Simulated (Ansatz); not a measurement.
F₂GaH₃O₄Si (`O[Si](O)(O)[O][Ga]([F])[F]`). The species carries charge 0 and has multiplicity 1.

```csv
atom,x (Å),y (Å),z (Å)
O1,-0.475,-0.949,-0.445
Si2,0.055,0.677,-0.422
O3,1.167,0.773,-1.593
O4,-1.114,1.742,-0.772
O5,0.511,0.633,1.117
Ga6,0.231,-1.138,1.501
F7,-1.107,-1.540,2.539
F8,1.549,-2.274,1.427
H9,-0.352,-1.517,-1.209
H10,1.240,1.595,-2.081
H11,-1.705,1.998,-0.061
```

**Question.** List the harmonic frequencies (cm⁻¹, unscaled) at PBE0-D4/def2-TZVP in Ansatz. (An estimate is asked.)

**Answer.** The calculation gave: 57, 90, 157, 167, 177, 184, 221, 240, 273, 324, 356, 372, 409, 445, 663, 695, 720, 755, 806, 838, 879, 903, 1008, 1071, 3891, 3918, 3932.

**Question.** Is this a minimum?

**Answer.** Yes, all 27 modes are real.

**Question.** Give the ideal-gas thermochemistry at 298.15 K and 1 bar (rigid rotor, harmonic oscillator; point group C1, symmetry number 1).

**Answer.** Zero-point energy 140.9 kJ/mol; H(298) − E = 171.5 kJ/mol; entropy 426.8 J/(mol·K), of which translation 175.1, rotation 124.0, vibration 127.7; G(298) − E = 44.3 kJ/mol. Modes under 100 cm⁻¹ are hindered rotations or soft bends, so the harmonic entropy is rough.

**Question.** And at 400, 500, 600, 800 and 1000 K?

**Answer.** 
| T (K) | H − E (kJ/mol) | S (J/mol/K) | G − E (kJ/mol) |
| --- | --- | --- | --- |
| 400 | 189.1 | 477.4 | -1.9 |
| 500 | 208.1 | 519.7 | -51.8 |
| 600 | 228.3 | 556.4 | -105.6 |
| 800 | 270.7 | 617.4 | -223.2 |
| 1000 | 315.0 | 666.8 | -351.8 |
